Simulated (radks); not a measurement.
Spherical quantum dot in the effective-mass picture: electrons in a parabolic well V = omega^2 r^2 / 2 with omega = 0.429, with a point charge +1 (a donor) at the centre, all in effective atomic units (hartree* = m*/eps^2 hartree, bohr* = eps/m* bohr), one dielectric constant everywhere. Calculated with a radial shooting solver with Libxc functionals: non-relativistic Kohn-Sham, PBE, spin-polarised, spherical densities. Levels are named by radial order and angular momentum (1s, 1p, 1d, 2s, ...), and open shells are averaged over m. Results are scaled to m* = 0.101 and eps = 8.9, for which hartree* = 34.7 meV and bohr* = 4.663 nm. At N = 33 the configuration is 1s2 1p6 1d10 2s2 1f(up 7, down 6). Does electron 34 go into 1f down or 2p down or 2p up?

Answer. Into 1f down. The total energies of the other choices lie higher by 1.26 meV (2p up), 1.35 meV (2p down).
